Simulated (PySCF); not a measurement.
A calculated (PBE, PySCF 2.14, pcseg-2, no relativity, point nucleus) atom or ion has these occupied shells.

```csv
shell,electrons,orbital energy (eV),"rms radius, mean of both spins (bohr)"
1s α,1,-2423.7,0.113
1s β,1,-2423.4,0.113
2s α,1,-236.07,0.524
2s β,1,-235.72,0.524
2p α,3,-182.26,0.494
2p β,3,-181.79,0.494
3s α,1,-40.162,1.70
3s β,1,-37.652,1.70
3p α,2,-28.950,1.89
```

Q: Name the element and its charge.

A: S²⁺ (sulfur, charge +2), in [Ne] 3s2 3p2, high-spin 3P determinant.
